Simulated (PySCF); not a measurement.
A structure optimised at B3LYP-D3(BJ)/def2-SVP, used in a PySCF frequency run:

```
Si
N 1 1.7500
H 2 1.0183 1 115.12
Si 2 1.7456 3 115.96 1 -176.92
H 4 1.4896 2 106.69 3 -169.98
H 4 1.4919 5 109.46 2 123.35
H 4 1.4946 5 109.06 6 117.26
H 1 1.4959 2 107.68 3 -28.44
C 1 1.8855 8 108.60 2 -123.46
H 9 1.1019 1 110.70 8 -179.50
H 9 1.1023 10 107.99 1 121.42
H 9 1.1031 10 108.15 11 116.62
Si 1 2.3601 8 109.35 2 116.73
F 13 1.6429 1 107.17 8 -90.10
H 13 1.4926 14 107.71 5 61.77
H 13 1.4929 15 108.14 14 -116.03
```
Charge 0, spin multiplicity 1.

### Question
Write its SMILES and formula.

### Answer
C[Si@H](N[SiH3])[SiH2]F, CH10FNSi3

### Question
What are its rotational constants (standard atomic weights)?

### Answer
1.6810, 1.5439, 0.91649 GHz
